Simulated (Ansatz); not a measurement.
System: C$_{4}$H$_{4}$N (charge -1, singlet). It need not be the lowest isomer of its formula. Whether it binds its extra electron was not tested at this geometry. 
Geometry from a B3LYP-D3(BJ)/def2-TZVP (Ansatz, a quantum-chemistry and plane-wave program) optimisation:
```xyz
9

C     -1.8077    -0.1254     0.0578
C     -0.6433    -1.0947     0.0353
C      0.6697    -0.8191    -0.0093
C      1.1118     0.5081    -0.0416
N      1.6204     1.5647    -0.0723
H     -1.4542     0.9073     0.0324
H     -2.4805    -0.2774    -0.7984
H     -2.4261    -0.2527     0.9581
H     -0.9652    -2.1432     0.0601
```
Charge -1, spin multiplicity 1.

Parts of the frozen-core correlation energy in 6-31G (Ansatz, hartree). Frozen orbitals: 5; correlated occupied orbitals by spin: 13 and 13; virtual: 35 and 35. Spin-orbit coupling is left out. Non-relativistic. The restricted reference is unstable.

```
term                            value
-------------------------  ----------
reference (HF)             -208.07667
MP2 opposite-spin                   …
MP2 same-spin                -0.11833
CCSD correlation                    …
(T)                                 …
T1 diagnostic                   0.014
largest doubles amplitude       0.119
```

### Question
Some entries are withheld; supply them.

### Answer

- MP2 opposite-spin, value: -0.35338
- CCSD correlation, value: -0.49766
- (T), value: -0.01869
